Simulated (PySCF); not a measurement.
PBEsol on Te (tellurium, neutral), [Kr] 4d10 5s2 5p3 5d1, high-spin 5D determinant (an excited configuration). All numbers are calculated (PySCF 2.14, scalar relativity through the core potential, in aug-cc-pVTZ-PP with ECP28MDF).

```
cycle= 1 E= -267.455814273153  delta_E= -0.00819  |g|= 0.0431  |ddm|= 0.538
cycle= 2 E= -267.456127861742  delta_E= -0.000314  |g|= 0.0228  |ddm|= 0.0979
cycle= 3 E= -267.456234023142  delta_E= -0.000106  |g|= 0.00253  |ddm|= 0.035
cycle= 4 E= -267.456237387214  delta_E= -3.36e-06  |g|= 3.1e-05  |ddm|= 0.00714
cycle= 5 E= -267.45623738871  delta_E= -1.5e-09  |g|= 6.43e-06  |ddm|= 0.000194
cycle= 6 E= -267.456237388746  delta_E= -3.62e-11  |g|= 3.55e-07  |ddm|= 2.58e-05
converged SCF energy = -267.456237388746  <S^2> = 6.00082  2S+1 = 5.000328
```

Highest occupied orbital energy: 0.133 eV; ⟨L²⟩ = 6.01; populations by l: s 4.00, p 9.00, d 11.00, f 0.00.

Q: Can this result be used?

A: Not for this state. Self-consistency was reached. Energies and moments cover only the electrons outside the core potential. The outer electron is Rydberg-like, and this basis confines it to a smaller radius and binds it less than a complete one would. At PBEsol the highest occupied level has a positive energy, so only the finite basis holds that electron; for this excited configuration the basis is too tight for the outer shell.
